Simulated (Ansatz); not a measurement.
Ansatz results at the PBE0-D4/def2-TZVP geometry: size of the dipole moment (ωB97M-V/def2-TZVPP) 0.23 D; LUMO energy (ωB97M-V/def2-TZVPP) 1.42 eV; HOMO energy (PBE/def2-TZVPP) -5.34 eV.

Each molecule was computed in one conformer, which needn't be the lowest.

(1) Which molecule gave them?
A. `C[N](C)[Ta]([OH])([OH])([OH])[OH]`
B. `C[N]=[Ta]([NH2])([NH2])[NH2]`
C. `[NH]=[Ta]([Cl])([Cl])[Cl]`
D. `[CH3][Ta]([CH3])(=[O])[OH]`

Answers

(1) A. The others give `[NH]=[Ta]([Cl])([Cl])[Cl]`: 1.04, -0.23, -7.24; `C[N]=[Ta]([NH2])([NH2])[NH2]`: 1.48, 1.44, -5.30; `[CH3][Ta]([CH3])(=[O])[OH]`: 4.26, 0.66, -6.70.
